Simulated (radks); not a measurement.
Values are calculated unless marked as measured or tabulated.
Neutral lithium inside a hard spherical wall (all orbitals vanish at R), configuration held at [He] 2s1 and not refilled when levels cross. Code: a radial shooting solver on a logarithmic mesh with Libxc functionals. Model: scalar-relativistic Kohn-Sham, r2SCAN, spin-polarised, spherical densities, finite nucleus; open shells are filled with parallel spins first; meta-GGA in the generalised Kohn-Sham scheme; Fermi nuclear charge, rms radius 2.444 fm. Eigenvalues in eV for spin up, with the zero of energy where the potential of the charges vanishes at infinity; a dash marks a level that is unbound or too diffuse for the functional's potential to be trusted. A positive occupied level is held by the wall or, in an anion where self-interaction has pushed it up, behind a barrier. The pressure on the wall is -dE/dV.

R (bohr)  E (hartree)  kinetic (hartree)    e(1s)   e(2s)  e(2p, empty)  e(3s, empty)  pressure (GPa)
free         -7.48070              7.442  -53.287  -3.265             -             -               0
10           -7.47957              7.451  -53.144  -3.184             -             -          0.0239
8            -7.47410              7.481  -52.738  -2.906             -             -           0.208
7            -7.46516              7.519  -52.288  -2.528             -             -           0.632
6            -7.44433              7.591  -51.546  -1.747             -             -            2.02
5            -7.39424              7.735  -50.335  -0.045             -             -            7.16
4            -7.26416              8.054  -48.308   4.059         6.894        41.911            30.5
3.5          -7.12468              8.363  -46.766   8.292        10.523        59.116            70.1
3            -6.87063              8.889  -44.610  15.823        16.392        86.838             179
